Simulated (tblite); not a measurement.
Compound: C₃H₈B₂F₃N.
SMILES with atom numbers: `[BH2:1][N:2]([BH:3][CH3:4])[CH2:5][C:6]([F:7])([F:8])[F:9]` (hydrogens: H10, H11 on B1; H12 on B3; H13, H14, H15 on C4; H16, H17 on C5)

Computed with GFN2-xTB (tblite), gas phase: L-BFGS steps from a force-field or distance-geometry start until the largest atomic force falls under 0.01 eV/Å.

Step 49: E = -820.3926 eV
```
atom  x, y, z in Å  |  force x, y, z in eV/Å
B1      0.0249    1.7262   -0.0608    0.021   0.122  -0.073
N2      0.0373    0.3320    0.1036    0.201   0.120  -0.024
B3      1.0441   -0.5161   -0.4669    0.386  -0.040  -0.052
C4      2.5620   -0.0811   -0.4951    0.174   0.093   0.030
C5     -1.0077   -0.3388    0.8468   -0.184  -0.131   0.074
C6     -2.2630   -0.7170    0.0579   -0.223  -0.070   0.015
F7     -3.1181   -1.4125    0.8421    0.183   0.027  -0.009
F8     -2.9624    0.3399   -0.3707    0.143   0.056  -0.104
F9     -2.0297   -1.4944   -1.0073    0.068   0.133   0.053
H10     0.9257    2.2413   -0.5878    0.019   0.009  -0.093
H11    -0.8713    2.3775    0.2980   -0.173  -0.051   0.185
H12     0.7174   -1.5969   -0.7693    0.028  -0.178   0.042
H13     2.9106   -0.0989    0.5450   -0.043  -0.083  -0.128
H14     3.2438   -0.7188   -1.0652   -0.317   0.036   0.089
H15     2.7339    0.9430   -0.8163   -0.077  -0.026  -0.061
H16    -1.3447    0.2942    1.6704   -0.090   0.064   0.033
H17    -0.6100   -1.2676    1.2656   -0.114  -0.081   0.023
```

Step 50: E = -820.4042 eV
```
atom  x, y, z in Å  |  force x, y, z in eV/Å
B1      0.0276    1.7269   -0.0573    0.006   0.111  -0.060
N2      0.0408    0.3303    0.1080    0.132  -0.008   0.024
B3      1.0541   -0.5228   -0.4566    0.204   0.003   0.001
C4      2.5675   -0.0747   -0.5039    0.087   0.035   0.073
C5     -1.0150   -0.3426    0.8479   -0.066  -0.053   0.013
C6     -2.2703   -0.7145    0.0550   -0.084  -0.015   0.014
F7     -3.1250   -1.4031    0.8408    0.104  -0.006   0.004
F8     -2.9606    0.3453   -0.3793    0.113   0.053  -0.100
F9     -2.0342   -1.4948   -1.0069    0.051   0.110   0.030
H10     0.9426    2.2382   -0.5719   -0.084  -0.005  -0.048
H11    -0.8792    2.3801    0.2907   -0.045  -0.131   0.134
H12     0.7288   -1.6140   -0.7394    0.066  -0.072   0.066
H13     2.9253   -0.0943    0.5325   -0.026  -0.071  -0.120
H14     3.2442   -0.7061   -1.0818   -0.257  -0.016   0.055
H15     2.7260    0.9484   -0.8267   -0.058   0.044  -0.070
H16    -1.3557    0.2865    1.6752   -0.041   0.054  -0.017
H17    -0.6240   -1.2767    1.2638   -0.102  -0.034   0.002
```

Step 51: E = -820.4153 eV
```
atom  x, y, z in Å  |  force x, y, z in eV/Å
B1      0.0438    1.7184   -0.0486   -0.098  -0.252   0.042
N2      0.0465    0.3147    0.1100    0.016  -0.076   0.097
B3      1.0692   -0.5448   -0.4405   -0.050   0.024   0.070
C4      2.5686   -0.0556   -0.5212   -0.103   0.035  -0.017
C5     -1.0278   -0.3514    0.8485    0.084   0.088  -0.073
C6     -2.2830   -0.7103    0.0446    0.164   0.119   0.048
F7     -3.1411   -1.3819    0.8325   -0.040  -0.074   0.010
F8     -2.9523    0.3596   -0.4004    0.087   0.009  -0.083
F9     -2.0416   -1.4944   -1.0116    0.012   0.067  -0.001
H10     0.9541    2.2123   -0.5660    0.079   0.132  -0.151
H11    -0.8468    2.3769    0.3163   -0.129  -0.083   0.150
H12     0.7520   -1.6592   -0.6719    0.159   0.128   0.082
H13     2.9359   -0.0657    0.5043    0.072  -0.081   0.096
H14     3.2467   -0.6706   -1.1047   -0.133  -0.106  -0.040
H15     2.6945    0.9714   -0.8442   -0.053   0.028  -0.101
H16    -1.3738    0.2835    1.6730    0.027   0.013  -0.091
H17    -0.6519   -1.2909    1.2700   -0.094   0.031  -0.038
```

Q: Estimate the geometry and energy of step 52. (The exact step hangs on the optimiser's Hessian estimate; all steps are aligned on step 51, rigid shifts and turns removed.)

A: E = -820.4216 eV, largest force 0.191 eV/Å
```
atom  x, y, z in Å  |  force x, y, z in eV/Å
B1      0.0445    1.7128   -0.0436   -0.050  -0.087   0.008
N2      0.0476    0.3109    0.1174    0.035  -0.143   0.112
B3      1.0773   -0.5470   -0.4225   -0.071   0.038   0.070
C4      2.5719   -0.0509   -0.5317   -0.101   0.052   0.041
C5     -1.0336   -0.3536    0.8473    0.099   0.077  -0.055
C6     -2.2864   -0.7045    0.0392    0.142   0.097   0.051
F7     -3.1486   -1.3674    0.8304   -0.058  -0.097   0.002
F8     -2.9514    0.3648   -0.4105    0.089   0.033  -0.100
F9     -2.0467   -1.4950   -1.0130    0.008   0.073   0.006
H10     0.9730    2.2062   -0.5435   -0.085   0.092  -0.075
H11    -0.8601    2.3685    0.3061   -0.025  -0.122   0.105
H12     0.7683   -1.6664   -0.6294    0.148   0.083   0.063
H13     2.9586   -0.0602    0.4878    0.068  -0.089   0.065
H14     3.2426   -0.6589   -1.1295   -0.126  -0.138  -0.038
H15     2.6868    0.9761   -0.8550   -0.049   0.061  -0.109
H16    -1.3816    0.2766    1.6751    0.042   0.016  -0.104
H17    -0.6693   -1.3000    1.2654   -0.066   0.054  -0.043
```

The energy changes by -0.0064 eV. The first-order estimate −F·Δx gives -0.0086 eV and the mean of the old and new forces, exact on a quadratic surface, -0.0064 eV. The step makes an angle of 81° with the force vector and moves no atom by more than 0.046 Å.

What follows is the cost of the whole relaxation. The run took 1.5 s wall on an Arm Neoverse N1 with one thread, shared host with 64 logical CPUs at a one-minute load of 57.
